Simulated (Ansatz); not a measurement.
Input file for CH6F2O2Si2 (`CO[SiH](F)O[SiH2]F`):

```yaml
crystal:
  periodic: [false, false, false]
  atoms:
    - {symbol: C, position_ang: [0.209586, 2.059436, -0.155181]}
    - {symbol: O, position_ang: [-0.339074, 1.134301, -1.072144]}
    - {symbol: Si, position_ang: [-1.251244, -0.147521, -0.706087]}
    - {symbol: F, position_ang: [-1.537074, -0.880253, -2.079284]}
    - {symbol: O, position_ang: [-0.486941, -1.180684, 0.285363]}
    - {symbol: Si, position_ang: [0.875712, -1.916883, 0.764207]}
    - {symbol: F, position_ang: [1.919311, -0.803936, 1.233713]}
    - {symbol: H, position_ang: [0.678320, 2.860284, -0.727464]}
    - {symbol: H, position_ang: [-0.564967, 2.496284, 0.483848]}
    - {symbol: H, position_ang: [0.967113, 1.585879, 0.475461]}
    - {symbol: H, position_ang: [-2.533050, 0.215847, -0.083077]}
    - {symbol: H, position_ang: [0.567879, -2.762932, 1.933271]}
    - {symbol: H, position_ang: [1.494430, -2.659832, -0.352636]}
basis:
  gaussian: {orbitals: def2-TZVPP}
correlation: {method: ccsd_t}
```

```sh
$ ansatz run in.yaml --threads 2 --pin off --events-out ev --progress --plain --max-ram 32768MiB --backend cuda --devices 0, --max-vram 18GiB
```

The program prints (abridged):

```
Functional definition: HF
1951 factors; integrals over basis functions are off by at most 1.0e-3 eV
mean field evaluation 1: about -26343.6194 eV, gradient 5.6e1 eV
mean field evaluation 2: about -26343.9967 eV, gradient 5.6e1 eV
mean field evaluation 4: about -26349.5704 eV, gradient 3.9e0 eV
mean field evaluation 8: about -26349.6458 eV, gradient 2.8e-1 eV
mean field -26349.64593904 eV, -968.3316278281 hartree, gradient 3.2e-6 eV, S^2 0.000000; 0 other end points of the search recorded, 0 dependent functions left out
15 core orbitals not correlated: weight in the atoms' cores, before any rotation towards them, 1.000 or more for the frozen orbitals, at most 0.000 for the correlated occupied ones
reference -26349.64593904 eV, -968.3316278281 hartree; 22, 22 occupied and 286, 286 virtual orbitals, 1951 factors
second order -37.30620721 eV of doubles, -0.00000000 eV of singles
cycle   1  -37.32363003 eV  change   -1.7e-2 eV  update   1.3e-1
cycle   2  -38.14169968 eV  change   -8.2e-1 eV  update   3.5e-2
cycle   3  -38.33151544 eV  change   -1.9e-1 eV  update   1.8e-2
cycle   4  -38.30712890 eV  change    2.4e-2 eV  update   3.4e-3
cycle   5  -38.30540734 eV  change    1.7e-3 eV  update   1.6e-3
cycle   6  -38.30681331 eV  change   -1.4e-3 eV  update   4.4e-4
cycle   7  -38.30660491 eV  change    2.1e-4 eV  update   1.6e-4
cycle   8  -38.30648691 eV  change    1.2e-4 eV  update   4.4e-5
cycle   9  -38.30649400 eV  change   -7.1e-6 eV  update   1.6e-5
perturbative correction -1.23601373 eV, -0.0454226668 hartree
Total energy: -26389.18844677 eV, -969.7847881844 hartree
```

It took 16 s on 2 threads of an AMD EPYC 7R13 on a shared host and a share of an NVIDIA H100 80 GB, with 1.3 GiB of host memory at the peak.

MP2 recovers 94.3 % of the CCSD(T) correlation energy and the triples give 3.1 %; T1 = 0.0117.
